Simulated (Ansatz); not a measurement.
Ansatz (an electronic-structure program) input (CCSD(T,core; 1s of Na to Cl frozen)/cc-pwCVTZ):
A basis named .json is the Basis Set Exchange file of that set.

Ansatz 0.2 input:
```yaml
crystal:
  periodic: [false, false, false]
  atoms:
    - {symbol: O, position_ang: [-0.39775600, -0.02280269, -1.97482347]}
    - {symbol: Si, position_ang: [0.04728870, -0.11328574, -0.32880633]}
    - {symbol: Si, position_ang: [1.73807315, -1.61581711, 0.29452430]}
    - {symbol: Si, position_ang: [-1.98016868, -0.49632541, 0.82076593]}
    - {symbol: Si, position_ang: [0.53808942, 2.11452197, 0.28340822]}
    - {symbol: H, position_ang: [0.14584937, -0.64819998, -2.46588972]}
    - {symbol: H, position_ang: [2.62433149, -1.11505658, -0.85386156]}
    - {symbol: H, position_ang: [1.06758426, -2.72904103, -0.52167554]}
    - {symbol: H, position_ang: [-2.47701091, -1.89848381, 0.68181126]}
    - {symbol: H, position_ang: [-3.11866595, 0.36323187, 0.36880060]}
    - {symbol: H, position_ang: [-1.86214262, -0.25182522, 2.28881637]}
    - {symbol: H, position_ang: [-0.45808317, 3.12163682, -0.19892702]}
    - {symbol: H, position_ang: [1.85306178, 2.59079351, -0.24215994]}
    - {symbol: H, position_ang: [0.60116752, 2.30205393, 1.76318371]}
basis:
  gaussian:
    orbitals: cc-pwCVTZ.json
total_charge: -1
magnetization: {spin_polarized: false}
correlation: {method: ccsd_t, frozen_orbitals: {H: 0, O: 0, Si: 1}}
```

End of the output:

```
integrals: 6.29 GiB planned
2305 factors; integrals over basis functions are off by at most 1.1e-3 eV
2.88 GiB of device memory are held for the factors and their scratch space
mean field: 3.10 GiB planned
mean field evaluation 1: about -33628.2892 eV, gradient 2.9e1 eV
mean field evaluation 2: about -33628.6432 eV, gradient 2.9e1 eV
mean field evaluation 4: about -33632.0065 eV, gradient 4.7e0 eV
mean field evaluation 8: about -33632.1244 eV, gradient 3.7e-1 eV
mean field evaluation 16: about -33632.1254 eV, gradient 1.8e-6 eV
mean field -33632.12543169 eV, -1235.9578129411 hartree, gradient 1.8e-6 eV, S^2 0.000000; 0 other end points of the search recorded, 0 dependent functions left out
4 core orbitals not correlated
reference -33632.12543169 eV, -1235.9578129411 hartree; 33, 33 occupied and 368, 368 virtual orbitals, 2305 factors
second order -50.27850815 eV of doubles, -0.00000000 eV of singles
coupled cluster: 48.46 GiB planned
cycle   1  -51.53566787 eV  change    -1.3e0 eV  update   1.3e-1
cycle   2  -52.37992051 eV  change   -8.4e-1 eV  update   3.9e-2
cycle   3  -52.52623480 eV  change   -1.5e-1 eV  update   2.2e-2
cycle   4  -52.50090494 eV  change    2.5e-2 eV  update   6.3e-3
cycle   5  -52.49434865 eV  change    6.6e-3 eV  update   2.9e-3
cycle   6  -52.49555128 eV  change   -1.2e-3 eV  update   9.6e-4
cycle   7  -52.49515042 eV  change    4.0e-4 eV  update   3.9e-4
cycle   8  -52.49502064 eV  change    1.3e-4 eV  update   1.8e-4
cycle   9  -52.49513094 eV  change   -1.1e-4 eV  update   6.6e-5
cycle  10  -52.49512109 eV  change    9.9e-6 eV  update   2.7e-5
perturbative correction -1.25787536 eV, -0.0462260669 hartree
Total energy: -33685.87842814 eV, -1237.9331991256 hartree
```

It need not be the lowest isomer of its formula. Whether it binds its extra electron was not tested at this geometry.
